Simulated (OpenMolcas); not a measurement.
Tc4+ among 8 point charges of -1.2 e arranged as a cube (Oh), 1.92 Å from the ion.

- Program: OpenMolcas
- Method: CASSCF
- Basis: ANO-RCC-VTZP [7s6p4d2f1g]
- Scalar Hamiltonian: DKH2, point nucleus
- Active space: 3 electrons in 5 orbitals (4d)
- State averaging: 2S+1 = 4 even, 10 roots; 2S+1 = 2 even, 40 roots
- Spin-orbit coupling: state interaction with AMFI integrals over the reference wave functions

(1) What is the spin-free ground state (labels of O, the rotations of Oh)?

(2) Where is the first state of the same spin?

(3) What are the lowest two levels with spin-orbit coupling?

(4) What is χT at 300 K, and how does it compare with the textbook value?

(5) Which ligand-field parameters describe the states?

Results:

(1) 4T1, 3-fold in its orbital part, 98 % from free-ion F terms; it has the highest spin that d3 allows.

(2) 4T2 at 5290 cm-1 above the ground state.

(3) A 4-fold level Γ8, then a 2-fold level Γ7 418.1 cm-1 above it. Their leading multiplicities are 4 (99 %) and 4 (100 %).

(4) The lowest level has 2S+1 = 4, for which the spin-only value is χT = S(S+1) / 2 = 1.875 cm3 K/mol (g = 2). The computed 0.437 at 300 K differs by -1.438, through orbital momentum, spin-orbit coupling and any other state in reach. With a threefold ground state the orbital momentum is unquenched, so the spin-only value is not expected to hold.

(5) A least-squares ligand-field fit to the states below 45000 cm-1, each weighted by its degeneracy and with a free common offset, gives 10Dq = -6364 cm-1 (negative for this site), B = 903 cm-1 and C = 3666 cm-1 (C/B = 4.06), with an rms deviation of 115 cm-1. 

An orbital triplet at a regular site is open to Jahn-Teller coupling, which can distort the site and quench the lowest spin-orbit gaps and is left out. Without dynamic correlation the repulsion within the d shell is too large (B by tens of per cent), so at a given field states of lower spin stand too high. Point charges give a weaker field than real ligands, and real ions of this kind are as a rule low spin; the high spin found here belongs to the model. This is an electrostatic model: the charges have no orbitals. No measured value stands beside these numbers.
